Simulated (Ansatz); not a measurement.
Frontier orbitals of `FC1[SiH2][Te]1`.

```xyz
7

F    -0.5878   -1.8825   -0.0265
C     0.1160   -0.8052    0.4106
Si   -0.2511    0.8803   -0.2853
Te    1.8452   -0.2095   -0.8705
H     0.4546   -0.9566    1.4318
H    -1.3319    0.9305   -1.2930
H    -0.2450    2.0430    0.6329
```

The species carries charge 0 and has multiplicity 1. Correlated methods include outer-core shells of Te, which these sets cover unevenly. Te: def2 effective core potential. Geometry: relaxed with PBE0-D4/def2-TZVP. Basis def2-TZVPP, Ansatz.

```csv
functional,HOMO (eV),LUMO (eV)
r2SCAN,-5.73,-1.97
```

Task: Give HOMO and LUMO (eV) with LDA (SPW92), PBE, revPBE, BLYP, B97M-V, PBE0, B3LYP, r2SCANh, r2SCAN0, HSE06 (plane-wave form), BHLYP, CAM-B3LYP, LC-ωPBE, ωB97X-V, ωB97M-V, HF. (Best estimate.)

Result: Ansatz gave: 
| functional | HOMO | LUMO |
| --- | --- | --- |
| LDA (SPW92) | -5.65 | -2.32 |
| PBE | -5.50 | -2.13 |
| revPBE | -5.45 | -2.06 |
| BLYP | -5.31 | -2.02 |
| B97M-V | -5.74 | -2.00 |
| PBE0 | -6.51 | -1.35 |
| B3LYP | -6.28 | -1.55 |
| r2SCANh | -6.10 | -1.68 |
| r2SCAN0 | -6.66 | -1.25 |
| HSE06 (plane-wave form) | -6.12 | -1.72 |
| BHLYP | -7.35 | -0.48 |
| CAM-B3LYP | -7.70 | -0.35 |
| LC-ωPBE | -9.00 | 0.69 |
| ωB97X-V | -8.67 | 0.64 |
| ωB97M-V | -8.56 | 0.47 |
| HF | -8.66 | 1.74 |

B3LYP here is the variant with VWN-RPA as its local correlation; programs differ in this. LC-ωPBE has ω = 0.4 bohr⁻¹. Positive LUMOs are unbound and depend on the basis.
